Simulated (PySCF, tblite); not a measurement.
Isomers of [C8H10P]+ (charge +1), one GFN2-xTB conformer each. Single-point energies are computed at PBE0/pcSseg-1 (PySCF, gas phase, no added dispersion term), electronic only.

Question: Rank them by PBE0/pcSseg-1 energy, lowest first (kJ/mol).
A. `C[P+]12C=CC(C=C1)C=C2`
B. `[cH:1]1[cH:2][cH:3][c:4]2[c:5]([cH:6]1)[CH2:7][CH2:8][PH2+:9]2` (charge +1) with C4–C5–C7–C8 16°, C5–C7–C8–P9 -22°, C7–C8–P9–C4 19°, C3–C4–P9–C8 169°
C. `[CH:1]#[C:2][CH2:3][PH+:4]1[CH:5]=[CH:6][CH2:7][CH:8]=[CH:9]1` (charge +1) with C2–C3–P4–C5 -61°
D. `[cH:1]1[cH:2][cH:3][c:4]2[c:5]([cH:6]1)[CH2:7][PH2+:8][CH2:9]2` (charge +1) with C4–C5–C7–P8 -15°, C5–C7–P8–C9 21°, C7–P8–C9–C4 -21°, C3–C4–C9–P8 -166°
E. `[CH:1]#[C:2][CH2:3][P@@+:4]1([CH3:5])[CH:6]=[C:7]1[CH:8]=[CH2:9]` (charge +1) with C2–C3–P4–C5 -178°, C6–C7–C8–C9 -178°
F. `[CH2:1]=[CH:2][PH2+:3][c:4]1[cH:5][cH:6][cH:7][cH:8][cH:9]1` (charge +1) with C1–C2–P3–C4 124°, C2–P3–C4–C5 -40°

Answer: B (0.0), D (8.3), F (104.9), A (155.2), C (278.2), E (420.0).

As drawn, the highest has a three-membered ring, which the lowest lacks. Neighbours under 21 kJ/mol apart (c1ccc2c(c1)CC[PH2+]2 and c1ccc2c(c1)C[PH2+]C2) can change places with a better method, another conformer or zero-point energy. GFN2-xTB itself gives, in the same order: 0.0, 4.0, 132.9, 131.7, 271.8, 470.3. Both levels put the same isomer lowest; measured from each level's own lowest isomer, the values differ by up to 50.3 kJ/mol (C#CC[P@@+]1(C)C=C1C=C: 470.3 against 420.0).

Which frontier levels and rotational constants go with these structures?

```csv
SMILES,"HOMO (eV, PBE0/pcSseg-1)",LUMO (eV),"A, B, C (MHz)"
c1ccc2c(c1)CC[PH2+]2,-11.45,-5.37,"2835, 1212, 869.5"
c1ccc2c(c1)C[PH2+]C2,-11.12,-4.83,"3281, 1084, 836.6"
C=C[PH2+]c1ccccc1,-11.60,-5.61,"3578, 789.2, 670.8"
C[P+]12C=CC(C=C1)C=C2,-11.54,-5.66,"2528, 1409, 1409"
C#CC[PH+]1C=CCC=C1,-11.88,-5.35,"3278, 879.1, 735.8"
C#CC[P@@+]1(C)C=C1C=C,-11.81,-5.99,"1507, 1242, 855.0"
```

What happens when harmonic zero-point energies from GFN2-xTB frequencies are added?

| SMILES | ZPE (kJ/mol) | electronic (kJ/mol) | with ZPE (kJ/mol) |
| --- | --- | --- | --- |
| c1ccc2c(c1)CC[PH2+]2 | 395.5 | 0.0 | 0.0 |
| c1ccc2c(c1)C[PH2+]C2 | 393.1 | 8.3 | 6.0 |
| C=C[PH2+]c1ccccc1 | 386.6 | 104.9 | 96.0 |
| C[P+]12C=CC(C=C1)C=C2 | 395.5 | 155.2 | 155.2 |
| C#CC[PH+]1C=CCC=C1 | 384.7 | 278.2 | 267.4 |
| C#CC[P@@+]1(C)C=C1C=C | 377.3 | 420.0 | 401.7 |

The zero-point energies span 18.2 kJ/mol. The order is unchanged.

As an exercise, what shares would exp(−E/RT) give at 1000 K from these electronic energies alone (no entropy, no degeneracies)?

RT = 8.314 kJ/mol: c1ccc2c(c1)CC[PH2+]2 73.1 %, c1ccc2c(c1)C[PH2+]C2 26.9 %, C=C[PH2+]c1ccccc1 under 0.1 %, C[P+]12C=CC(C=C1)C=C2 under 0.1 %, C#CC[PH+]1C=CCC=C1 under 0.1 %, C#CC[P@@+]1(C)C=C1C=C under 0.1 %.
